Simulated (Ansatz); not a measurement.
**Molecular dynamics of AlBrH₆N₂O**

The input (input.yaml):

```yaml
crystal:
  periodic: [false, false, false]
  atoms:
    - { symbol: Al, position_ang: [-0.361632, -0.196195, -0.039739] }
    - { symbol: O, position_ang: [0.238436, 1.473448, 0.20219] }
    - { symbol: "N", position_ang: [0.205942, -1.00963, -1.473523] }
    - { symbol: "N", position_ang: [-1.545471, -0.692204, 1.156565] }
    - { symbol: H, position_ang: [1.357431, 1.519342, 0.062494] }
    - { symbol: Br, position_ang: [3.079346, 1.161189, -0.09255] }
    - { symbol: H, position_ang: [-0.041274, 2.102197, 0.85431] }
    - { symbol: H, position_ang: [-0.154212, -1.85658, -1.866861] }
    - { symbol: H, position_ang: [1.068962, -0.75417, -1.918577] }
    - { symbol: H, position_ang: [-1.893456, -0.140738, 1.916861] }
    - { symbol: H, position_ang: [-1.953975, -1.60656, 1.198729] }
basis:
  gaussian: { orbitals: def2-SVP }
hamiltonian:
  xc: hf
md:
  timestep: 0.5
  n_steps: 200
  ensemble: nve
  temperature: 300.0
  initial_velocities: maxwell_boltzmann
  seed: 11743
```

Run as:

```bash
$ ansatz run input.yaml --threads 2 --pin off --max-ram 3072MiB --backend cpu --events-out ev --progress --plain --runs-dir out
```

It starts at the highest image of a converged band, a first-order saddle point between two minima.

Output, in part (one step line in 4, the closing report, with atoms numbered from 0):

```
md step     0: t =     0.00 fs  T =   300.0 K  F+E_penalty+E_count = -81666.36033090 eV  E_kin = 0.349002 eV  conserved = -81666.01132890 eV  (36 SCF iters)
md step     4: t =     2.00 fs  T =   253.7 K  F+E_penalty+E_count = -81666.30535959 eV  E_kin = 0.295081 eV  conserved = -81666.01027810 eV  (26 SCF iters)
md step     8: t =     4.00 fs  T =   224.4 K  F+E_penalty+E_count = -81666.27203024 eV  E_kin = 0.261006 eV  conserved = -81666.01102427 eV  (33 SCF iters)
md step    12: t =     6.00 fs  T =   157.2 K  F+E_penalty+E_count = -81666.19282895 eV  E_kin = 0.182830 eV  conserved = -81666.00999930 eV  (26 SCF iters)
md step    16: t =     8.00 fs  T =   155.6 K  F+E_penalty+E_count = -81666.19193764 eV  E_kin = 0.181055 eV  conserved = -81666.01088219 eV  (33 SCF iters)
md step    20: t =    10.00 fs  T =   145.6 K  F+E_penalty+E_count = -81666.17960793 eV  E_kin = 0.169429 eV  conserved = -81666.01017869 eV  (27 SCF iters)
md step    24: t =    12.00 fs  T =   184.5 K  F+E_penalty+E_count = -81666.22554361 eV  E_kin = 0.214687 eV  conserved = -81666.01085697 eV  (37 SCF iters)
md step    28: t =    14.00 fs  T =   205.6 K  F+E_penalty+E_count = -81666.24937604 eV  E_kin = 0.239127 eV  conserved = -81666.01024926 eV  (33 SCF iters)
md step    32: t =    16.00 fs  T =   254.7 K  F+E_penalty+E_count = -81666.30725015 eV  E_kin = 0.296274 eV  conserved = -81666.01097623 eV  (33 SCF iters)
md step    36: t =    18.00 fs  T =   256.4 K  F+E_penalty+E_count = -81666.30930196 eV  E_kin = 0.298322 eV  conserved = -81666.01098026 eV  (33 SCF iters)
md step    40: t =    20.00 fs  T =   199.4 K  F+E_penalty+E_count = -81666.24272856 eV  E_kin = 0.231935 eV  conserved = -81666.01079393 eV  (34 SCF iters)
md step    44: t =    22.00 fs  T =   181.3 K  F+E_penalty+E_count = -81666.22097554 eV  E_kin = 0.210888 eV  conserved = -81666.01008771 eV  (34 SCF iters)
md step    48: t =    24.00 fs  T =   259.3 K  F+E_penalty+E_count = -81666.31330892 eV  E_kin = 0.301711 eV  conserved = -81666.01159773 eV  (34 SCF iters)
md step    52: t =    26.00 fs  T =   228.4 K  F+E_penalty+E_count = -81666.27636947 eV  E_kin = 0.265709 eV  conserved = -81666.01066028 eV  (34 SCF iters)
md step    56: t =    28.00 fs  T =   184.2 K  F+E_penalty+E_count = -81666.22494696 eV  E_kin = 0.214276 eV  conserved = -81666.01067046 eV  (34 SCF iters)
md step    60: t =    30.00 fs  T =   187.2 K  F+E_penalty+E_count = -81666.22769084 eV  E_kin = 0.217760 eV  conserved = -81666.00993064 eV  (26 SCF iters)
md step    64: t =    32.00 fs  T =   298.0 K  F+E_penalty+E_count = -81666.35806498 eV  E_kin = 0.346658 eV  conserved = -81666.01140732 eV  (34 SCF iters)
md step    68: t =    34.00 fs  T =   307.5 K  F+E_penalty+E_count = -81666.36944672 eV  E_kin = 0.357758 eV  conserved = -81666.01168855 eV  (34 SCF iters)
md step    72: t =    36.00 fs  T =   231.3 K  F+E_penalty+E_count = -81666.27899964 eV  E_kin = 0.269125 eV  conserved = -81666.00987448 eV  (34 SCF iters)
md step    76: t =    38.00 fs  T =   332.5 K  F+E_penalty+E_count = -81666.39843942 eV  E_kin = 0.386818 eV  conserved = -81666.01162171 eV  (34 SCF iters)
md step    80: t =    40.00 fs  T =   347.4 K  F+E_penalty+E_count = -81666.41577193 eV  E_kin = 0.404158 eV  conserved = -81666.01161400 eV  (34 SCF iters)
md step    84: t =    42.00 fs  T =   241.7 K  F+E_penalty+E_count = -81666.29093789 eV  E_kin = 0.281196 eV  conserved = -81666.00974213 eV  (27 SCF iters)
md step    88: t =    44.00 fs  T =   297.3 K  F+E_penalty+E_count = -81666.35666507 eV  E_kin = 0.345812 eV  conserved = -81666.01085339 eV  (34 SCF iters)
md step    92: t =    46.00 fs  T =   384.7 K  F+E_penalty+E_count = -81666.45899441 eV  E_kin = 0.447548 eV  conserved = -81666.01144620 eV  (34 SCF iters)
md step    96: t =    48.00 fs  T =   347.6 K  F+E_penalty+E_count = -81666.41568640 eV  E_kin = 0.404367 eV  conserved = -81666.01131987 eV  (34 SCF iters)
md step   100: t =    50.00 fs  T =   320.0 K  F+E_penalty+E_count = -81666.38218905 eV  E_kin = 0.372271 eV  conserved = -81666.00991809 eV  (26 SCF iters)
md step   104: t =    52.00 fs  T =   446.8 K  F+E_penalty+E_count = -81666.53245681 eV  E_kin = 0.519827 eV  conserved = -81666.01263014 eV  (33 SCF iters)
md step   108: t =    54.00 fs  T =   344.3 K  F+E_penalty+E_count = -81666.41078843 eV  E_kin = 0.400484 eV  conserved = -81666.01030451 eV  (34 SCF iters)
md step   112: t =    56.00 fs  T =   294.7 K  F+E_penalty+E_count = -81666.35316874 eV  E_kin = 0.342883 eV  conserved = -81666.01028550 eV  (34 SCF iters)
md step   116: t =    58.00 fs  T =   366.0 K  F+E_penalty+E_count = -81666.43651987 eV  E_kin = 0.425809 eV  conserved = -81666.01071097 eV  (36 SCF iters)
md step   120: t =    60.00 fs  T =   423.6 K  F+E_penalty+E_count = -81666.50532088 eV  E_kin = 0.492801 eV  conserved = -81666.01251944 eV  (34 SCF iters)
md step   124: t =    62.00 fs  T =   310.8 K  F+E_penalty+E_count = -81666.37085000 eV  E_kin = 0.361575 eV  conserved = -81666.00927527 eV  (34 SCF iters)
md step   128: t =    64.00 fs  T =   430.2 K  F+E_penalty+E_count = -81666.51253980 eV  E_kin = 0.500447 eV  conserved = -81666.01209303 eV  (34 SCF iters)
md step   132: t =    66.00 fs  T =   443.5 K  F+E_penalty+E_count = -81666.52730244 eV  E_kin = 0.515944 eV  conserved = -81666.01135884 eV  (34 SCF iters)
md step   136: t =    68.00 fs  T =   351.9 K  F+E_penalty+E_count = -81666.41955532 eV  E_kin = 0.409327 eV  conserved = -81666.01022831 eV  (34 SCF iters)
md step   140: t =    70.00 fs  T =   386.9 K  F+E_penalty+E_count = -81666.46066555 eV  E_kin = 0.450114 eV  conserved = -81666.01055124 eV  (34 SCF iters)
md step   144: t =    72.00 fs  T =   463.0 K  F+E_penalty+E_count = -81666.55093556 eV  E_kin = 0.538636 eV  conserved = -81666.01229913 eV  (34 SCF iters)
md step   148: t =    74.00 fs  T =   343.7 K  F+E_penalty+E_count = -81666.40986063 eV  E_kin = 0.399786 eV  conserved = -81666.01007432 eV  (34 SCF iters)
md step   152: t =    76.00 fs  T =   381.1 K  F+E_penalty+E_count = -81666.45457960 eV  E_kin = 0.443389 eV  conserved = -81666.01119060 eV  (34 SCF iters)
md step   156: t =    78.00 fs  T =   453.0 K  F+E_penalty+E_count = -81666.53901171 eV  E_kin = 0.526947 eV  conserved = -81666.01206442 eV  (34 SCF iters)
md step   160: t =    80.00 fs  T =   349.2 K  F+E_penalty+E_count = -81666.41637407 eV  E_kin = 0.406290 eV  conserved = -81666.01008378 eV  (36 SCF iters)
md step   164: t =    82.00 fs  T =   369.3 K  F+E_penalty+E_count = -81666.43989117 eV  E_kin = 0.429610 eV  conserved = -81666.01028153 eV  (34 SCF iters)
md step   168: t =    84.00 fs  T =   489.9 K  F+E_penalty+E_count = -81666.58191693 eV  E_kin = 0.569940 eV  conserved = -81666.01197689 eV  (34 SCF iters)
md step   172: t =    86.00 fs  T =   432.1 K  F+E_penalty+E_count = -81666.51398838 eV  E_kin = 0.502712 eV  conserved = -81666.01127675 eV  (33 SCF iters)
md step   176: t =    88.00 fs  T =   397.7 K  F+E_penalty+E_count = -81666.47281015 eV  E_kin = 0.462655 eV  conserved = -81666.01015501 eV  (33 SCF iters)
md step   180: t =    90.00 fs  T =   499.6 K  F+E_penalty+E_count = -81666.59369327 eV  E_kin = 0.581237 eV  conserved = -81666.01245654 eV  (33 SCF iters)
md step   184: t =    92.00 fs  T =   385.7 K  F+E_penalty+E_count = -81666.45897247 eV  E_kin = 0.448655 eV  conserved = -81666.01031789 eV  (34 SCF iters)
md step   188: t =    94.00 fs  T =   339.9 K  F+E_penalty+E_count = -81666.40569901 eV  E_kin = 0.395415 eV  conserved = -81666.01028428 eV  (34 SCF iters)
md step   192: t =    96.00 fs  T =   427.9 K  F+E_penalty+E_count = -81666.50912450 eV  E_kin = 0.497823 eV  conserved = -81666.01130126 eV  (33 SCF iters)
md step   196: t =    98.00 fs  T =   419.8 K  F+E_penalty+E_count = -81666.50047239 eV  E_kin = 0.488347 eV  conserved = -81666.01212543 eV  (34 SCF iters)
md step   200: t =   100.00 fs  T =   325.8 K  F+E_penalty+E_count = -81666.38823184 eV  E_kin = 0.379045 eV  conserved = -81666.00918675 eV  (37 SCF iters)
Total energy: -81666.38823184 eV, -3001.1844120539 hartree
Atom 0 at    -0.654305    -0.126473    -0.049188 Å, force    -0.414857    -0.247848     1.433976 eV/Å
Atom 1 at    -0.399015     1.562880    -0.104664 Å, force     0.630247    -1.324945    -0.521615 eV/Å
Atom 2 at     0.005287    -0.927010    -1.431903 Å, force     0.599438    -0.457227    -1.155065 eV/Å
Atom 3 at    -1.418900    -1.001589     1.328728 Å, force     0.117110     0.721321    -0.386256 eV/Å
Atom 4 at     2.069334     1.565864    -0.164297 Å, force    -3.288027     1.076481    -0.266143 eV/Å
Atom 5 at     3.319093     1.161594    -0.059380 Å, force     3.223585    -1.021972     0.276781 eV/Å
Atom 6 at    -0.909774     2.227394     0.268122 Å, force    -0.799347     1.257764     0.690188 eV/Å
Atom 7 at     0.421840    -1.824688    -1.629000 Å, force    -0.374989     0.376240     0.238118 eV/Å
Atom 8 at     0.209286    -0.295726    -2.190241 Å, force     0.116559    -0.255172    -0.034277 eV/Å
Atom 9 at    -1.786169    -0.599999     2.175108 Å, force     0.157829    -0.030606    -0.205180 eV/Å
Atom 10 at    -1.644518    -1.976159     1.310500 Å, force     0.032452    -0.094036    -0.070527 eV/Å
Dipole moment:    -0.540232    -0.059489     0.106456 e Å
```

All steps were run. The conserved energy stayed within 0.2 meV per atom of its start (net change 0.19 meV per atom), so the integration is sound. The system heated up, since it started high on the potential surface and ran downhill. A run of 0.1 ps of so small a system gives no equilibrium averages. The orbitals stay closed-shell, which can raise the energy where a bond breaks towards radicals; this wasn't checked here.

The step under study would form Al1–Br6, O2–H5 and break Al1–O2, H5–Br6. These pairs go: Al1–Br6 3.70 → 4.18 Å, O2–H5 1.13 → 2.47 Å, Al1–O2 1.79 → 1.71 Å, H5–Br6 1.77 → 1.32 Å. In the last frame they stand as before the step (other bonds may differ from the relaxed reactants and products). It ends as AlH5N2O + BrH. Pairs count as bonded within 1.25 times the sum of covalent radii (0.12 Å more for H–H).

Last frame:

```xyz
11
Properties=species:S:1:pos:R:3
Al -0.654 -0.127 -0.049
O -0.399 1.563 -0.105
N 0.005 -0.927 -1.432
N -1.419 -1.002 1.329
H 2.069 1.566 -0.164
Br 3.319 1.162 -0.059
H -0.910 2.227 0.268
H 0.422 -1.825 -1.629
H 0.209 -0.296 -2.190
H -1.786 -0.600 2.175
H -1.645 -1.976 1.310
```

Time of the run: 6.5 min on 2 threads of Arm Neoverse V1, with other jobs on the host, peak memory 0.29 GiB.
